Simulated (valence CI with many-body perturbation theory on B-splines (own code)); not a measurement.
# Forbidden lines of Ni12+

Computed by configuration interaction combined with many-body perturbation theory (CI+MBPT): six valence electrons over a frozen Dirac-Fock core [Ne], a basis of 9 s, 9 p, 8 d, 6 f, 3 g, 1 h functions for each j, with the one-electron correlation potential Σ1, the two-electron term Σ2, the three-electron term Σ3, Breit, model QED; selected CI, second order for the rest, scaled by the run's own slope (own B-spline code, finite nucleus).

No measured spectrum was set against this ion. As an estimate, levels of excited configurations hold to 0.05 to 0.15 % of their energy, terms of the ground configuration to about 0.5 %. Among the levels kept, up to 1500 cm⁻¹ of a level comes from second order outside the variational space, and about a tenth of that is noise between levels of different J, which matters for small intervals.

Lines 1 to 40 of 40 in falling wavelength, among levels below 632160 cm⁻¹, chosen from the decays that carry over 1 % of a level's rate. Wavelengths and rates use the calculated energies, so an error of 200 cm⁻¹ moves a line at 5374 Å by 1.1 % and its rate by three times that or more. Electric multipoles are in the length gauge, E1 and E2 with the static RPA response of the core. Weak lines are less certain than strong ones. Lines between different terms over intervals too small for the method are left out, as are lines whose strength nearly cancels. Branching is blank where the lifetime is uncertain.

Letters in brackets count levels of one name in rising energy.

| λ vac (Å) | Upper | Lower | Type | A (s⁻¹) | Branch % |
| --- | --- | --- | --- | --- | --- |
| 1.746e+05 | 3s²3p⁴ ³P_0 | 3s²3p⁴ ³P_1 | M1 | 9.19e-03 | 20.2 |
| 25930 | 3s²3p³3d ³G°_5 | 3s²3p³3d ³G°_4 | M1 | 1.05e+00 |  |
| 15400 | 3s²3p³3d ³F°_4 [a] | 3s²3p³3d ³F°_3 [a] | M1 | 4.83e+00 |  |
| 5374 | 3s²3p³3d ³F°_4 [a] | 3s²3p³3d ³D°_3 [a] | M1 | 1.67e+01 |  |
| 5121 | 3s²3p⁴ ³P_1 | 3s²3p⁴ ³P_2 | M1 | 1.57e+02 | 100.0 |
| 4975 | 3s²3p⁴ ³P_0 | 3s²3p⁴ ³P_2 | E2 | 3.64e-02 | 79.8 |
| 4821 | 3s²3p³3d ³G°_4 | 3s²3p³3d ³F°_4 [a] | M1 | 1.00e+01 |  |
| 4065 | 3s²3p³3d ³G°_5 | 3s²3p³3d ³F°_4 [a] | M1 | 2.02e+01 |  |
| 3613 | 3s²3p⁴ ¹D_2 | 3s²3p⁴ ³P_1 | M1 | 1.85e+01 | 6.7 |
| 3258 | 3s²3p³3d ¹G°_4 | 3s²3p³3d ³F°_4 [a] | M1 | 2.82e+00 |  |
| 2832 | 3s²3p³3d ³F°_4 [b] | 3s²3p³3d ¹G°_4 | M1 | 1.20e+02 | 8.0 |
| 2690 | 3s²3p³3d ¹G°_4 | 3s²3p³3d ³F°_3 [a] | M1 | 6.25e+00 |  |
| 2541 | 3s²3p³3d ³G°_4 | 3s²3p³3d ³D°_3 [a] | M1 | 1.57e+00 |  |
| 2416 | 3s²3p³3d ³F°_4 [b] | 3s²3p³3d ³G°_5 | M1 | 1.28e+02 | 8.5 |
| 2210 | 3s²3p³3d ³F°_4 [b] | 3s²3p³3d ³G°_4 | M1 | 1.39e+02 | 9.3 |
| 2118 | 3s²3p⁴ ¹D_2 | 3s²3p⁴ ³P_2 | M1 | 2.58e+02 | 93.2 |
| 2074 | 3s²3p³3d ³F°_4 [b] | 3s²3p³3d ³G°_3 | M1 | 1.93e+01 | 1.3 |
| 2057 | 3s²3p³3d ³F°_4 [a] | 3s²3p³3d ⁵D°_4 | M1 | 8.49e+01 |  |
| 1515 | 3s²3p³3d ³F°_4 [b] | 3s²3p³3d ³F°_4 [a] | M1 | 1.03e+02 | 6.9 |
| 1442 | 3s²3p³3d ³G°_4 | 3s²3p³3d ⁵D°_4 | M1 | 5.11e+01 |  |
| 1406 | 3s²3p³3d ³G°_4 | 3s²3p³3d ⁵D°_3 | M1 | 6.20e+00 |  |
| 1380 | 3s²3p³3d ³F°_4 [b] | 3s²3p³3d ³F°_3 [a] | M1 | 2.70e+01 | 1.8 |
| 1366 | 3s²3p³3d ³G°_5 | 3s²3p³3d ⁵D°_4 | M1 | 9.72e+00 |  |
| 1366 | 3s²3p³3d ³G°_5 | 3s²3p³3d ⁵D°_4 | E2 | 4.21e-01 |  |
| 1272 | 3s²3p⁴ ¹S_0 | 3s²3p⁴ ³P_1 | M1 | 2.57e+03 | 99.4 |
| 1261 | 3s²3p³3d ¹G°_4 | 3s²3p³3d ⁵D°_4 | M1 | 8.40e+01 |  |
| 1233 | 3s²3p³3d ¹G°_4 | 3s²3p³3d ⁵D°_3 | M1 | 2.28e+01 |  |
| 1182 | 3s²3p³3d ³F°_4 [b] | 3s²3p³3d ³D°_3 [a] | M1 | 1.23e+02 | 8.2 |
| 872.5 | 3s²3p³3d ³F°_4 [b] | 3s²3p³3d ⁵D°_4 | M1 | 5.78e+02 | 38.5 |
| 859.2 | 3s²3p³3d ³F°_4 [b] | 3s²3p³3d ⁵D°_3 | M1 | 1.03e+02 | 6.8 |
| 592.7 | 3s²3p³3d ³F°_4 [a] | 3s3p⁵ ³P°_2 | E2 | 3.34e+01 |  |
| 501.5 | 3s²3p³3d ¹G°_4 | 3s3p⁵ ³P°_2 | E2 | 3.96e+00 |  |
| 426.1 | 3s²3p³3d ³F°_4 [b] | 3s3p⁵ ³P°_2 | E2 | 1.39e+02 | 9.3 |
| 222.1 | 3s²3p³3d ⁵D°_4 | 3s²3p⁴ ³P_2 | M2 | 5.79e+01 |  |
| 221.4 | 3s²3p³3d ³F°_4 [a] | 3s²3p⁴ ¹D_2 | M2 | 8.85e+01 |  |
| 211.7 | 3s²3p³3d ³G°_4 | 3s²3p⁴ ¹D_2 | M2 | 4.10e+00 |  |
| 207.3 | 3s²3p³3d ¹G°_4 | 3s²3p⁴ ¹D_2 | M2 | 2.25e+01 |  |
| 192.5 | 3s²3p³3d ³G°_4 | 3s²3p⁴ ³P_2 | M2 | 1.45e+00 |  |
| 191.1 | 3s²3p³3d ³G°_5 | 3s²3p⁴ ³P_2 | E3 | 8.29e-01 |  |
| 188.9 | 3s²3p³3d ¹G°_4 | 3s²3p⁴ ³P_2 | M2 | 7.71e+00 |  |
